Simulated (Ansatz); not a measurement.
System: C$_{3}$H$_{9}$ClO$_{3}$Si, net charge 0, singlet state. 
Structure (B3LYP-D3(BJ)/def2-TZVP (Ansatz, an electronic-structure program) minimum search):
SMILES: O(C)[Si](OC)(Cl)OC
```xyz
17

C      0.9206     2.5731    -0.0901
O     -0.1230     1.6739     0.2662
Si    -0.0486     0.0603     0.2031
Cl     0.4152    -0.5157    -1.7365
O      1.1038    -0.4807     1.1994
C      1.5014    -1.8375     1.3586
O     -1.4773    -0.5767     0.6107
C     -2.7062    -0.3825    -0.0796
H      1.2207     2.4268    -1.1302
H      1.7885     2.4337     0.5577
H      0.5410     3.5862     0.0331
H      2.3202    -1.8606     2.0760
H      0.6741    -2.4404     1.7387
H      1.8447    -2.2553     0.4094
H     -2.6261    -0.7171    -1.1164
H     -2.9967     0.6700    -0.0627
H     -3.4679    -0.9722     0.4282
```
Charge 0, spin multiplicity 1.

Computed values are from Ansatz. Correlated levels leave the core frozen unless marked. UHF or UKS for open shells. Spin-orbit coupling is left out. Non-relativistic. CBS marks a two-point X^-3 extrapolation of the correlation energy; Hartree-Fock from the larger set. The bracket is a focal-point correction in the basis named.

```yaml
atomisation energy De: 1622.0 kcal/mol at RI-MP2/CBS(aug-cc-pV(T+d)Z,aug-cc-pV(Q+d)Z)+[CCSD(T)-MP2]/aug-cc-pV(T+d)Z
total_energy: -1094.1250 Eh at RI-MP2/CBS(aug-cc-pV(T+d)Z,aug-cc-pV(Q+d)Z)+[CCSD(T)-MP2]/aug-cc-pV(T+d)Z
dipole_moment: 0.14 D at CCSD(T)/aug-cc-pV(D+d)Z
T1 diagnostic: 0.011 at CCSD/aug-cc-pV(T+d)Z
```
